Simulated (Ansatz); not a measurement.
System: CH₂NS, charge 0, doublet. CH2NS (SMILES S=[C]N, doublet).
B3LYP-D3(BJ)/def2-TZVP minimum from Ansatz (a first-principles code):
```xyz
5

C      0.0343    -0.5792    -0.1118
N     -1.1545    -1.1053     0.0715
S      0.6961     0.8659    -0.0074
H     -1.3063    -2.0909    -0.0695
H     -1.9562    -0.5513     0.3579
```
Charge 0, spin multiplicity 2.

Total energies in cc-pV(D+d)Z, 17 correlated electrons, 7 frozen orbitals. UHF or UKS for unpaired electrons; spin-orbit terms are left out. Correlated methods leave the cores frozen. No relativity.

```csv
method,program,energy (Eh),minus CCSDT(Q) (mEh)
HF,Ansatz,-490.97723,455.88
MP2,Ansatz,-491.38575,47.36
CCSD,Ansatz,-491.41351,19.59
CCSD(T),Ansatz,-491.43053,2.57
CCSDT(Q),Ansatz,-491.43311,0.00
```

Rough core times of Ansatz's runs on a shared machine: CCSD(T) under 20 s, CCSDT(Q) 4 min.
